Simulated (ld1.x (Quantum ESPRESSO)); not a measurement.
**Transferability test, ultrasoft potential for europium**

ld1.x (Quantum ESPRESSO) 7.5 input, shortened:

```
&input
   title='Eu', zed=63., rel=1, dft='PBE', iswitch=3,
   config='[Xe] 4f6 5d1 5f-2 6s1 6p0'
 /
 &inputp
   pseudotype=3, tm=.true., lloc=-1, rcloc=3.05,
   nlcc=.true.,
   which_augfun='PSQ', rmatch_augfun_nc=.true.
 /
7
5S  1  0   2.00   0.00  2.40  2.55  0.0
6S  2  0   1.00   0.00  2.40  2.55  0.0
5P  2  1   6.00   0.00  2.20  2.45  0.0
6P  3  1   0.00   0.00  2.20  2.45  0.0
5D  3  2   1.00   0.00  2.70  3.50  0.0
5D  3  2   0.00   1.70  2.70  3.50  0.0
5F  4  3  -2.00   0.15  2.70  3.25  0.0
 &test
   configts(1)='5s2 5p6 5d1 6s1 6p0'
 /
```

Energies are relative to the spin-unpolarised reference configuration 5s2 5p6 5d1 6s1 6p0; without spin polarisation the order of configurations can differ from experiment. Not all tests gave a result: test run stopped at test 6 of 7 (negative rho), 1 before it not solved. Left out of the table: 5s2 5p6 5d0 6s0 6p0 (solver errors, printed error -524 eV).

```tsv
valence configuration	charge	ΔE all-electron (eV)	error AE − PS (meV)
5s2 5p6 5d1 6s2 6p0	0	-6.549	-20
5s2 5p6 5d0 6s2 6p1	0	-4.629	-34
```

Task: What are ΔE and the potential's error for 5s2 5p6 5d1 6s1 6p1?

Result: ΔE = -3.752 eV all-electron; the error (AE − PS) is -9.2 meV.

Task: What are ΔE and the potential's error for 5s2 5p6 5d1 6s0 6p0?

Result: ΔE = 11.935 eV all-electron; the error (AE − PS) is -115 meV.
